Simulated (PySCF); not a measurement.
C3H4N2O, SMILES C1=NCN=CO1.

The structure is a stationary point at PBE0-D3(BJ)/def2-SVP. Other conformers were not sampled.

Method: ωB97X/def2-TZVP (PySCF).

Symmetry labels are those of the subgroup C2v that the program uses (full group C2v).

Question: List the valence orbital energies around the gap with their symmetry. (Estimate from the structure and the level; the computed values follow.)

Answer: 
| orbital | symmetry | energy (eV) |
|---|---|---|
| HOMO−7 | A1 | -15.69 |
| HOMO−6 | B2 | -15.41 |
| HOMO−5 | B1 | -14.79 |
| HOMO−4 | A1 | -14.27 |
| HOMO−3 | A2 | -12.45 |
| HOMO−2 | A1 | -11.71 |
| HOMO−1 | B2 | -9.94 |
| HOMO | B1 | -9.89 |
| LUMO | A2 | 1.53 |
| LUMO+1 | B1 | 3.16 |
| LUMO+2 | A1 | 3.65 |
| LUMO+3 | A1 | 4.42 |
